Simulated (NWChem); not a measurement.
# CHAlFNO; SMILES C(=O)=[N][AlH][F]

Computed with NWChem. Each level has its own optimisation; frequencies are unscaled. One conformer.

| level | r Al–F (Å) | r Al–H (Å) | r Al–N (Å) | r C–N (Å) | highest harmonic frequency (cm⁻¹) | lowest (cm⁻¹) | zero-point energy (kcal/mol) | dipole (D) |
|---|---|---|---|---|---|---|---|---|
| B3LYP/3-21G | 1.668 | 1.575 | 1.767 | 1.203 | 2382 | 101 | 14.9 | 1.67 |
| LDA (Slater exchange, VWN5)/def2-SVP | 1.654 | 1.574 | 1.761 | 1.208 | 2443 | 81 | 14.6 | 1.50 |
| PBE-D3(BJ)/def2-SVP | 1.673 | 1.573 | 1.777 | 1.214 | 2383 | 71 | 14.3 | 1.52 |
